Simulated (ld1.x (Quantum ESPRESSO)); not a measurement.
# Si (Z = 14): excitation energies, all-electron against ultrasoft

Si (Z = 14), ultrasoft, made with ld1.x (Quantum ESPRESSO) 7.5 (PBE, scalar-relativistic). Core [Ne], reference 3s2 3p2. Waves: 3s (bound): rcut 1.55, rcutus 1.75 bohr; 3s channel at 1.5 Ry: rcut 1.55, rcutus 1.75 bohr; 3p (bound): rcut 1.40, rcutus 1.90 bohr; 3p channel at 0.1 Ry: rcut 1.40, rcutus 1.90 bohr. Local part: all-electron potential smoothed inside 1.55 bohr (lloc = -1). Core correction: none. Augmentation charge: PSQ, radius 1.40 bohr.

Energies are relative to the spin-unpolarised reference configuration 3s2 3p2; without spin polarisation the order of configurations can differ from experiment.

```csv
valence configuration,charge,ΔE all-electron (eV),error AE − PS (meV)
3s2 3p1,+1,7.740,-2.0
3s2 3p0,+2,23.733,-11
3s1 3p0,+3,57.704,+22
3s0 3p4,0,13.778,+16
3s2 3p2.3,-0.3,-0.930,0.0
3s1 3p3,0,6.814,+3.1
3s1 3p2,+1,15.171,+2.0
```

Levels in the configuration 3s1 3p3:

| level | all-electron (eV) | pseudo (eV) |
| --- | --- | --- |
| 3s | -11.562 | -11.555 |
| 3p | -4.669 | -4.669 |
